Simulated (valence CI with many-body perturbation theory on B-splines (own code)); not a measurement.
Pr⁴⁶⁺: one-electron terms

Method: relativistic CI+MBPT: three valence electrons over a frozen Dirac-Fock core [Ne], radial functions for each j: 11 s, 11 p, 9 d, 7 f, 5 g, 2 h, 1 i, with the one-electron correlation potential Σ1, the two-electron term Σ2, the three-electron term Σ3, Breit, model QED; selected CI, second order for the rest (own B-spline code, finite nucleus).

The last digits are not significant, and no measured levels were compared; by estimate large intervals hold to a few tenths of a per cent, small ones and those within an open d or f shell to about a per cent.

These are the spectroscopic orbitals of the CI (the correlating ones are not listed), shaped by the core and the other valence electrons. h is the expectation value of the core's Dirac-Fock operator, without the valence repulsion; Σ1 is computed up to l = 3 at one energy for each symmetry, that of its lowest orbital but kept below the first core excitation, so for empty shells it is not the orbital's own correlation shift; Breit and QED include the response of the core.

| Orbital | h (hartree) | Σ1 (cm⁻¹) | Breit (cm⁻¹) | QED (cm⁻¹) | ⟨r⟩ (bohr) |
| --- | --- | --- | --- | --- | --- |
| 3s1/2 | -151.94 | -6847 | 21056 | 16688 | 0.2447 |
| 4s1/2 | -82.688 | -2313 | 8226 | 6722 | 0.4516 |
| 5s1/2 | -51.89 | -1061 | 3943 | 3291 | 0.7241 |
| 6s1/2 | -35.568 | -580 | 2211 | 1857 | 1.060 |
| 3p1/2 | -147.74 | -8826 | 35254 | 134 | 0.2315 |
| 4p1/2 | -80.941 | -2916 | 13799 | 66.6 | 0.4424 |
| 5p1/2 | -51.014 | -1347 | 6739 | 35.7 | 0.7176 |
| 6p1/2 | -35.067 | -739 | 3803 | 21.1 | 1.056 |
| 3p3/2 | -142.92 | -7956 | 20736 | 1770 | 0.2404 |
| 4p3/2 | -78.976 | -2704 | 8062 | 718 | 0.4542 |
| 5p3/2 | -50.026 | -1264 | 4194 | 359 | 0.7323 |
| 6p3/2 | -34.503 | -698 | 2371 | 205 | 1.074 |
| 3d3/2 | -137.68 | -9718 | 16271 | -551 | 0.2069 |
| 4d3/2 | -76.981 | -2722 | 5872 | -187 | 0.4253 |
| 5d3/2 | -49.049 | -1214 | 2795 | -87.4 | 0.7071 |
| 3d5/2 | -136.56 | -8944 | 7783 | 92.5 | 0.2096 |
| 4d5/2 | -76.499 | -2497 | 2782 | 76.0 | 0.4287 |
| 5d5/2 | -48.8 | -1115 | 1352 | 45.2 | 0.7112 |
| 4f5/2 | -75.431 | -2405 | 587 | -85.3 | 0.3743 |
| 5f5/2 | -48.271 | -1165 | 400 | -46.1 | 0.6593 |
| 4f7/2 | -75.227 | -2319 | 153 | 31.5 | 0.3760 |
| 5f7/2 | -48.166 | -1120 | 104 | 13.7 | 0.6612 |
| 5g7/2 | -48.076 |  | 13.6 | -19.5 | 0.5811 |
| 5g9/2 | -48.015 |  | 2.1 | 14.4 | 0.5823 |

Among the shells of the start configuration 3s2 3p1, Σ1 is largest in size for 3p1/2, where it is 0.027 % of h.

Lowest root of each symmetry, sizes in configuration state functions:

```json
{"J": "1/2", "Parity": "even", "Roots": "9", "Reference": "58", "Variational": "7035", "Second order": "6333", "Change by selected CI (cm⁻¹)": "-3974", "Change by second order (cm⁻¹)": "0"}
{"J": "3/2", "Parity": "even", "Roots": "13", "Reference": "92", "Variational": "12032", "Second order": "8835", "Change by selected CI (cm⁻¹)": "-2175", "Change by second order (cm⁻¹)": "-1"}
{"J": "5/2", "Parity": "even", "Roots": "12", "Reference": "94", "Variational": "13764", "Second order": "11967", "Change by selected CI (cm⁻¹)": "-3377", "Change by second order (cm⁻¹)": "-1"}
{"J": "7/2", "Parity": "even", "Roots": "6", "Reference": "67", "Variational": "12187", "Second order": "13857", "Change by selected CI (cm⁻¹)": "-5232", "Change by second order (cm⁻¹)": "-2"}
{"J": "9/2", "Parity": "even", "Roots": "4", "Reference": "41", "Variational": "9232", "Second order": "13760", "Change by selected CI (cm⁻¹)": "-5648", "Change by second order (cm⁻¹)": "-3"}
{"J": "1/2", "Parity": "odd", "Roots": "7", "Reference": "55", "Variational": "6510", "Second order": "6843", "Change by selected CI (cm⁻¹)": "-4110", "Change by second order (cm⁻¹)": "0"}
{"J": "3/2", "Parity": "odd", "Roots": "12", "Reference": "89", "Variational": "11393", "Second order": "9498", "Change by selected CI (cm⁻¹)": "-3906", "Change by second order (cm⁻¹)": "0"}
{"J": "5/2", "Parity": "odd", "Roots": "9", "Reference": "86", "Variational": "12474", "Second order": "13224", "Change by selected CI (cm⁻¹)": "-4338", "Change by second order (cm⁻¹)": "-1"}
{"J": "7/2", "Parity": "odd", "Roots": "5", "Reference": "63", "Variational": "11217", "Second order": "10405", "Change by selected CI (cm⁻¹)": "-4837", "Change by second order (cm⁻¹)": "-2"}
{"J": "9/2", "Parity": "odd", "Roots": "2", "Reference": "33", "Variational": "8417", "Second order": "14540", "Change by selected CI (cm⁻¹)": "-2857", "Change by second order (cm⁻¹)": "-3"}
```
